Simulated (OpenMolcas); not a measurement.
Pd2+: moving the ligands

Pd2+ with its 8 nearest fluoride ions at 2.323 Å, on the Ca site of CaF2 (a = 5.46294 Å, distance in the model lattice 2.366 Å). The rest of the host is ab initio model potentials to 7.6 Å and point charges beyond; the distance is set by hand and nothing relaxes. Ligand basis ANO-RCC-VDZP.
```
Pd    0.0000    0.0000    0.0000
F     1.3412    1.3412    1.3412
F     1.3412    1.3412   -1.3412
F     1.3412   -1.3412    1.3412
F     1.3412   -1.3412   -1.3412
F    -1.3412    1.3412    1.3412
F    -1.3412    1.3412   -1.3412
F    -1.3412   -1.3412    1.3412
F    -1.3412   -1.3412   -1.3412
```

```json
{"Program": "OpenMolcas", "Method": "SS-CASPT2, IPEA 0.25 Eh, imaginary shift 0.1 Eh (closed shells correlated: 4s 4p and the ligand valence shells)", "Basis": "ANO-RCC-VTZP [7s6p4d2f1g]", "Scalar Hamiltonian": "DKH2, point nucleus", "Active space": "8 electrons in 5 orbitals (4d)", "State averaging": "2S+1 = 3 even, 10 roots; 2S+1 = 1 even, 15 roots", "Spin-orbit coupling": "state interaction with AMFI integrals over the reference wave functions"}
```

Runs around this geometry, states (labels of O, the rotations of Oh). Energies in cm-1 above the lowest state or level, χT in cm3 K/mol; under a threefold ground state the first gap can be a small split of the lowest multiplet, not the spin-orbit step; 10Dq and B are least-squares fits to the states below 45000 cm-1, weighted by degeneracy, with a free offset, and given where the rms deviation is under 5 % of |10Dq| (or 100 cm-1) and under 700 cm-1; 10Dq is negative for this site.

| R (Å) | Ground state | First state of that spin | 10Dq | B (rms of fit) | First gap with spin-orbit (degeneracies) | χT at 300 K | First state of another spin |
| --- | --- | --- | --- | --- | --- | --- | --- |
| 2.3 | 3T1 | 3T2 6590 | -8594 | 629 (401) | 860 (1, 3) | 1.535 | 1T2 8890 |
| 2.323 | 3T1 | 3T2 6250 | -8217 | 635 (378) | 840 (1, 3) | 1.568 | 1T2 8920 |
| 2.366 | 3T1 | 3T2 5590 |  |  | 820 (1, 3) | 1.641 | 1T2 8870 |

Taking the first state of the same spin as R^-n, n = -ln(5590 / 6590) / ln(2.366 / 2.3) = 5.8 between the shortest and longest distance.

Roots that are degenerate in the reference are averaged as groups; the widest CASPT2 spread within a group is 550 cm-1 (the 3-fold group of multiplicity 1 near 20400 cm-1 above the lowest state of its run, R = 2.323). Shifts and gaps below about the spread of the groups concerned are not significant. Over all roots computed the reference weight is 0.67 to 0.68 in R = 2.3, 0.67 to 0.68 in R = 2.323, 0.67 to 0.68 in R = 2.366; a low but even weight reflects the number of correlated electrons. An orbital triplet at a regular site is open to Jahn-Teller coupling, which can distort the site and quench the lowest spin-orbit gaps and is left out. Real 4d8 and 5d8 ions are as a rule square planar and diamagnetic. Ligand-to-metal charge-transfer states are missing. With no ligand orbital active B as a rule stays too high, so bands that hang on it stand too high and its fall with covalency is understated. With one d shell and no ligand orbital active, 10Dq can be off by a tenth or more. Free-ion shares, where given, are those of the reference states; single-state CASPT2 does not remix them. These CASPT2 states fit no ligand-field parameters well, so their order and spin gaps are uncertain (holds for R = 2.366). No measured value stands beside these numbers; the geometry was set by hand and not optimised.
